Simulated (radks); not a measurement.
The numbers below are computed, except where a source is named.
Task: Excited configurations of He: one electron is placed in a higher orbital outside 1s1. The ground configuration is [He]. Code: a radial shooting solver on a logarithmic mesh with Libxc functionals. Model: non-relativistic Kohn-Sham, LDA (Slater exchange, Perdew-Wang correlation), spin-unpolarised, spherical densities, point nucleus. Excitation = E - E(ground); binding = E(ion) - E, where the ion is the core of charge +1; n* = 1/sqrt(2 binding) in atomic units, and the quantum defect is n - n*.

| outer orbital | excitation (eV) | binding (eV) | n* | quantum defect | eigenvalue (eV) | <r> (bohr) |
|---|---|---|---|---|---|---|
| 3s | 24.512 | 1.975 | 2.625 | 0.375 | -1.183 | 10.73 |
| 3p | 24.746 | 1.741 | 2.795 | 0.205 | -0.981 | 11.29 |
| 3d | 24.958 | 1.530 | 2.982 | 0.018 | -0.726 | 10.65 |
| 4d | 25.545 | 0.942 | 3.800 | 0.200 | -0.550 | 20.22 |
| 7p | 26.132 | 0.355 | 6.188 | 0.812 | -0.245 | 64.34 |

Estimate the row for 5d.

Result: excitation (eV) 25.856; binding (eV) 0.632; n* 4.641; quantum defect 0.359; eigenvalue (eV) -0.400; <r> (bohr) 32.56. The Delta-SCF ionisation energy is 26.487 eV (NIST Atomic Spectra Database: 24.587 eV, measured). Self-interaction in the functional shifts the binding energies and quantum defects, so they are the method's values and not measured ones. Spin polarisation and multiplet splitting are left out, so open shells lie too high by an amount that depends on their filling.

Beside tabulated values, note that spin-unpolarised runs miss the spin-polarisation part of the exchange energy of open shells.
